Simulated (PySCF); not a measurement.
**Electronic structure of Cl³⁺ (chlorine, charge +3) at the UHF level**

Configuration: [Ne] 3s2 3p2, high-spin 3P determinant. All numbers are calculated (PySCF 2.14, the spin-free X2C one-electron Hamiltonian (Gaussian nucleus), in dyall-acv3z (19s12p6d4f, 113 functions)).

```json
{
 "Total energy": "-458.210325 hartree",
 "One-electron energy": "-610.8492 hartree",
 "Hartree (Coulomb) energy": "179.2283 hartree",
 "Exchange energy": "-26.5894 hartree",
 "⟨S²⟩": "2.0102",
 "⟨L²⟩": "2.030",
 "Sum of ⟨r⟩": "9.338 bohr",
 "Sum of ⟨r²⟩": "11.55 bohr²",
 "Traceless quadrupole moment −½Σ⟨3z² − r²⟩ along its main axis": "1.07 e·bohr²",
 "Langevin diamagnetic susceptibility": "-9.15 ×10⁻⁶ cm³/mol"
}
```

```csv
shell,electrons,mean orbital energy (eV),spread (eV),"rms radius, mean of both spins (bohr)"
1s α,1,-2911.0,0,0.105
1s β,1,-2910.1,0,0.105
2s α,1,-335.65,0,0.477
2s β,1,-334.83,0,0.477
2p α,3,-265.10,0.799,0.450
2p β,3,-263.55,0.915,0.450
3s α,1,-69.542,0,1.50
3s β,1,-61.897,0,1.50
3p α,2,-53.024,0,1.63
```

Densities and radii are taken from the X2C orbitals without a picture-change correction, which distorts them close to the nucleus.

Spin-orbit constants ζ (cm⁻¹) from the X2C one-electron operator on these orbitals: bare nucleus, nucleus screened by l(l+1)(2l+1)/3 electrons, and screened by the Breit-Pauli mean field of the electrons.

```json
{"shell": "2p", "bare": "10110", "screened nucleus": "8919", "mean field": "8387"}
{"shell": "3p", "bare": "994.0", "screened nucleus": "877.1", "mean field": "816.5"}
```

To first order the Landé constant is A = 408.3 cm⁻¹, so the lowest level has J = 0 and lies 0.101 eV below the centre of the term. This holds in LS coupling only.
